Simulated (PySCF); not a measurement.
NICS in one family of compounds.

Probes without a nucleus sit at each ring's centroid and 1 Å off its mean plane on both sides; NICS is minus the shielding there, NICSzz its component along the normal. Level: GIAO PBE0/pcSseg-1 (PySCF, non-relativistic, gas phase) on the GFN2-xTB geometries, one conformer each. Atom numbers follow the mapped SMILES.

Question: Order these rings by mean NICS(1)zz, lowest (most negative) first (ppm).
A. ring C5–C6–Si7–C8 in `[O:1]=[S:2](=[O:3])([OH:4])[CH:5]1[CH2:6][SiH2:7][CH2:8]1`
B. ring C8–C9–Si10–C11 in `[F:1][C:2]([F:3])([F:4])[C:5]([F:6])([F:7])[CH:8]1[CH2:9][SiH2:10][CH2:11]1`
C. ring C3–C4–Si5–C6 in `[SiH3:1][O:2][CH:3]1[CH2:4][SiH2:5][CH2:6]1`
D. ring C1–C2–C3–N4–C9 in `[cH:1]1[cH:2][cH:3][n:4]([CH:5]2[CH2:6][SiH2:7][CH2:8]2)[cH:9]1`
E. ring C1–C2–C3–C4–N9–C10 in `[cH:1]1[cH:2][cH:3][c:4]([CH:5]2[CH2:6][SiH2:7][CH2:8]2)[n:9][cH:10]1`

Answer: D (-28.8), E (-27.3), A (-0.5), C (4.2), B (5.9).

```csv
SMILES,ring,NICS(0),NICS(1),NICS(1)zz,HOMA,rms pucker (Å),ring atoms with four or more neighbours
c1ccn(C2C[SiH2]C2)c1,5-membered ring with N; formal bonds all aromatic,-13.7,-10.9,-28.8,0.91,0.00,0
c1ccc(C2C[SiH2]C2)nc1,6-membered ring with N; formal bonds all aromatic,-7.2,-11.0,-27.3,0.99,0.00,0
O=S(=O)(O)C1C[SiH2]C1,4-membered ring with Si; formal bonds all single,1.1,-1.2,-0.5,–,0.11,4
[SiH3]OC1C[SiH2]C1,4-membered ring with Si; formal bonds all single,-0.6,-1.5,4.2,–,0.09,4
FC(F)(F)C(F)(F)C1C[SiH2]C1,4-membered ring with Si; formal bonds all single,0.4,-0.7,5.9,–,0.09,4
```

NICS(0) gives another order. The isotropic NICS(1) gives another order. HOMA uses Krygowski's 1993 parameters; it is left out where a ring has a four-coordinate atom, a triple bond, no multiple bond or a kind of bond without parameters. NICS(1) and NICS(1)zz are means over the two faces.
